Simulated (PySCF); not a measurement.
A species of formula C6H6FN has this rotational fingerprint, computed with PBE0/def2-SVPD in PySCF (dipole) on a GFN2-xTB geometry, gas phase:

| Property | Result |
| --- | --- |
| Rotational constants | A = 2487, B = 1837, C = 1297 MHz |
| Dipole components | \|μa\| = 2.66 D, \|μb\| = 3.77 D, \|μc\| = 0.41 D |
| Inertial defect | -88.64 u·Å² |
| κ | -0.09 |

Question: Which candidate fits, each taken in the one conformer that was computed?
A. `c1nc(C)ccc1F`
B. `[CH2:1]=[C:2]1[CH2:3][C@@:4]1([C:5]#[N:6])[CH2:7][F:8]` with C3–C4–C7–F8 -67°
C. `C#C[C@@H]1C=NC[C@H]1F`

Answer: B. It is C=C1C[C@@]1(C#N)CF, an asymmetric top, point group C1. The candidates at the same level (rigid rotor, commonest isotopes):

```csv
SMILES,A (MHz),B (MHz),C (MHz),μa (D),μb (D),μc (D),Δ (u·Å²),point group,rotor
C#C[C@@H]1C=NC[C@H]1F,3168,1814,1345,1.35,0.30,0.43,-62.56,C1,asymmetric top
Cc1ccc(F)cn1,5721,1490,1191,0.98,1.92,0.00,-3.13,Cs,asymmetric top
C=C1C[C@@]1(C#N)CF,2487,1837,1297,2.66,3.77,0.41,-88.64,C1,asymmetric top
```

`Cc1ccc(F)cn1` has A 130 % too high; `C#C[C@@H]1C=NC[C@H]1F` has A 27 % too high. No structure here is proved a minimum.
